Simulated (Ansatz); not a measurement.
F4Se, SMILES F[Se+](F)(F)F, charge +1, multiplicity 2.

Geometry optimised at PBE-D3(BJ)/def2-SVP.

Two levels are set side by side: PBE/def2-SVPD (Ansatz, a first-principles code) and CAM-B3LYP/def2-SVPD (Ansatz). Energy differences of separate SCF runs at the same geometry; the states with an electron removed or added have multiplicity 1 and 1. Differences are taken from unrounded values.

| quantity | CAM-B3LYP | PBE | PBE minus CAM-B3LYP |
|---|---|---|---|
| vertical ionisation energy (eV) | 21.02 | 20.23 | -0.79 |
| vertical electron affinity (eV) | 11.95 | 11.49 | -0.46 |
